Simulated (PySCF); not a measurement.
# TDDFT excited states: C6H9BO2

Species: C6H9BO2.
InChI=1S/C6H9BO2/c1-3-7-8-5-4-6(2)9-7/h1,6H,4-5H2,2H3/t6-/m1/s1

Method: TDDFT CAM-B3LYP/def2-SVPD, vertical, gas phase, core orbitals frozen in the response (PySCF 2.14.0, density-fitted response routines). Geometry: PBE0-D3(BJ)/def2-SVP, one conformer, isolated molecule.

| state | λ (nm) | E (eV) | f | main configurations (H = HOMO, L = LUMO) |
| --- | --- | --- | --- | --- |
| S1 | 222.2 | 5.58 | 0.0000 | H-1→L (73%), H-1→L+1 (16%) |
| S2 | 200.5 | 6.18 | 0.059 | H→L (52%), H-1→L+5 (27%), H→L+1 (10%) |
| S3 | 185.2 | 6.69 | 0.0000 | H→L+5 (83%) |
| S4 | 166.3 | 7.45 | 0.021 | H-2→L (60%), H-3→L (28%) |
| S5 | 163.6 | 7.58 | 0.018 | H-3→L (58%), H-2→L (33%) |
| S6 | 159.8 | 7.76 | 0.059 | H→L+1 (57%), H→L+2 (15%), H→L (13%) |

The lowest singlet lies at 5.58 eV (222 nm, ultraviolet) and is dark (f under 0.0005); its leading configuration is HOMO-1→LUMO (73%). The largest oscillator strength of a single state is 0.059. Löwdin shares by element: HOMO (one of a set within 0.03 eV) carbon 79% or more, boron 5% (atoms not listed hold the other 16%); LUMO carbon 37% or more, boron 20%, oxygen 9% or more (atoms not listed hold the other 34%). Of the 6 states listed, 4 reach f = 0.01 and 2 stay under 0.0005. Weighted by f, the mean energy of these states is 7.10 eV. Orbital energies (eV): HOMO-3 -10.15, HOMO-2 -9.90, HOMO-1 -9.29, HOMO -9.28, LUMO 0.72, LUMO+1 1.07, LUMO+2 1.68. Only the lowest 6 singlets were computed, as vertical energies without vibronic structure.

Rough CPU time on one thread of a shared machine: about 1.8 min.
